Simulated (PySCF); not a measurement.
## Shapes and spin states of Rh(OH)2

All numbers come from PySCF, PBE0, basis Rh def2-SVP with ECP28, O def2-SVP, H def2-SVP (scalar-relativistic core potentials, no spin–orbit coupling, density fitting).

Relaxations began from a few typed shapes and spin states; open shells are unrestricted. The search is not exhaustive: other isomers or separated fragments can lie lower, and high-lying points may rest on an excited occupation.

Problem. Order these stationary points by electronic energy, lowest first, in kJ/mol from the lowest minimum.
A. quartet C2h: O–H 0.963 Å (×2), Rh–O 1.870 Å (×2); H–O–Rh 127.3° (×2), O–Rh–O 180.0°
B. broken-symmetry Ms = 1/2 (⟨S²⟩ 1.47) C2h: O–H 0.963 Å (×2), Rh–O 1.860 Å (×2); H–O–Rh 129.2° (×2), O–Rh–O 180.0°
C. doublet C2: O–H 0.968 Å (×2), Rh–O 1.845 Å (×2); H–O–Rh 117.2° (×2), O–Rh–O 137.3°
D. quartet C2: O–H 0.964 Å (×2), Rh–O 1.869 Å (×2); H–O–Rh 125.3° (×2), O–Rh–O 176.6°

Solution. D (0.0), A (8.5), B (27.4), C (30.1).

Problem. Which of them are minima?

Solution. By energy in kJ/mol, 0.0: minimum; 8.5: saddle point, 1 imaginary mode; 27.4: minimum; 30.1: minimum.

For the lowest minimum: open d and f shells are described by one determinant, and the ground state may have another occupation or spin.
